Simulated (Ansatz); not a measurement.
Input for Ansatz (a quantum-chemistry and plane-wave program): R-CCSD(T)/def2-TZVPP on H4O3Sn (SMILES [OH][SnH]([OH])[OH]), a point of a torsion scan. Elements past Kr take the def2 small-core potentials; no spin–orbit coupling. The run froze 12 orbitals, filled d shells among them.

Ansatz 0.2 input:
```yaml
crystal:
  periodic: [false, false, false]
  atoms:
    - {symbol: O, position_ang: [1.59716773, 0.16862672, -0.72191683]}
    - {symbol: Sn, position_ang: [0.03728625, 0.08821330, 0.39309058]}
    - {symbol: O, position_ang: [-1.43254218, 0.32887392, -0.80827194]}
    - {symbol: O, position_ang: [-0.07907957, -1.71377413, 1.03173199]}
    - {symbol: H, position_ang: [2.34096815, -0.34949714, -0.41619371]}
    - {symbol: H, position_ang: [0.04975478, 1.18186936, 1.62920767]}
    - {symbol: H, position_ang: [-1.18723207, 0.72125164, -1.64648910]}
    - {symbol: H, position_ang: [-0.93129248, -2.12556534, 0.88941291]}
basis:
  gaussian:
    orbitals: def2-TZVPP
magnetization: {spin_polarized: false}
correlation: {method: ccsd_t, electrons: outside_noble_gas}
scf: {lower_state_search: off}
```

The head of its log:

```
WARN ansatz: RAYON_NUM_THREADS=1 ignored (pool sized by the plan → 1); use --threads N
Functional definition: HF
these checks for a lower state are left out or cut short: stability, starts, cluster_reference, orbital_swaps, neighbouring_geometries, increment
integrals: 0.79 GiB planned
1394 factors; integrals over basis functions are off by at most 7.4e-4 eV
mean field: 0.61 GiB planned
mean field evaluation 1: about -11977.6037 eV, gradient 6.3e1 eV
mean field evaluation 2: about -11977.7953 eV, gradient 6.3e1 eV
mean field evaluation 4: about -11984.4647 eV, gradient 2.8e0 eV
mean field evaluation 8: about -11984.5211 eV, gradient 1.8e-1 eV
mean field -11984.52123353 eV, -440.4230319319 hartree, gradient 1.8e-6 eV, S^2 0.000000; 0 other end points of the search recorded, 0 dependent functions left out
12 core orbitals not correlated
reference -11984.52123353 eV, -440.4230319319 hartree; 13, 13 occupied and 174, 174 virtual orbitals, 1394 factors
```

### Question
Give the final energy of this run.

### Answer
-441.3057 hartree (reference determinant -440.4230, T1 diagnostic 0.013).
